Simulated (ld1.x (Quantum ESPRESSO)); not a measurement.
Logarithmic derivatives: Ca (Z = 20), TM

ld1.x (Quantum ESPRESSO) 7.5 input, shortened:

```
&input
   title='Ca', zed=20., rel=1, dft='PZ', iswitch=3,
   config='[Ar] 3d0 4s1 4p1'
 /
 &inputp
   pseudotype=2, tm=.true., lloc=0,
   nlcc=.true., new_core_ps=.true.
 /
3
3P  2  1   6.00   0.00  1.40  1.40  0.0
3D  3  2   0.00   0.00  1.85  1.85  0.0
3S  1  0   2.00   0.00  1.80  1.80  0.0
 &test
   configts(1)='3s2 3p6 3d0 4s1 4p1'
 /
```

Occupied shells without a wave of their own: 4p, 4s. They enter only through the test configuration that unscreens the potential, and ld1.x also counts them in the model core charge.

The phase is arctan(r·u′/u) with u = r·R(r), unwrapped; energies in Ry, scanned from -6 to 5 Ry. A pole is an energy at which the radial function vanishes at the test radius. The pseudo phase is shifted by a multiple of π to meet the all-electron one at the reference energy, and phase errors are pseudo minus all-electron; the curves can meet again beyond the range given. Levels narrower than the energy grid can be missing from the lists of poles.

```json
{"channel": "s", "radius (bohr)": "2.01", "reference energy (Ry)": "-3.54", "poles, all-electron": "-3.05", "poles, pseudo": "-3.06", "unbroken range about the reference energy with phases within 0.05 rad": "below -0.6", "phase error 1 Ry above the reference energy (rad)": "-0.008"}
{"channel": "p", "radius (bohr)": "2.01", "reference energy (Ry)": "-2.16", "poles, all-electron": "-1.45", "poles, pseudo": "-1.47", "unbroken range about the reference energy with phases within 0.05 rad": "below 0.9", "phase error 1 Ry above the reference energy (rad)": "-0.007"}
{"channel": "d", "radius (bohr)": "2.01", "reference energy (Ry)": "-0.24", "poles, all-electron": "0.94", "poles, pseudo": "0.90", "unbroken range about the reference energy with phases within 0.05 rad": "below 2.9", "phase error 1 Ry above the reference energy (rad)": "-0.007"}
```

The potential misses its own reference levels by up to 0.4 eV. ld1.x takes every shell without a wave as core, so the model core holds the 4p, 4s electrons as well and exchange and correlation see them twice. This cancels in the reference configuration, but the file is broken for other ones, and its errors say nothing about a proper core correction.

Phases in the p channel:

```
E (Ry)  all-electron  pseudo
 -6.00         1.328   1.326
 -5.74         1.319   1.317
 -5.48         1.308   1.306
 -5.22         1.297   1.294
 -4.96         1.283   1.280
 -4.70         1.266   1.263
 -4.44         1.246   1.243
 -4.18         1.221   1.217
 -3.92         1.188   1.183
 -3.66         1.142   1.136
 -3.40         1.073   1.066
 -3.14         0.957   0.948
 -2.88         0.726   0.713
 -2.62         0.169   0.155
 -2.36        -0.726  -0.729
 -2.10        -1.216  -1.216
 -1.84        -1.424  -1.426
 -1.58        -1.534  -1.537
 -1.32        -1.603  -1.608
 -1.06        -1.652  -1.660
 -0.80        -1.692  -1.701
 -0.54        -1.725  -1.738
 -0.28        -1.756  -1.771
 -0.02        -1.785  -1.805
  0.24        -1.815  -1.841
  0.50        -1.846  -1.879
  0.76        -1.880  -1.924
  1.02        -1.919  -1.977
  1.28        -1.964  -2.044
  1.54        -2.019  -2.131
  1.80        -2.088  -2.251
  2.06        -2.178  -2.421
  2.32        -2.299  -2.670
  2.58        -2.468  -3.013
  2.84        -2.703  -3.404
  3.10        -3.014  -3.745
  3.36        -3.364  -3.992
  3.62        -3.681  -4.161
  3.88        -3.923  -4.279
  4.14        -4.096  -4.363
  4.40        -4.220  -4.427
  4.66        -4.311  -4.476
  4.92        -4.379  -4.516
```
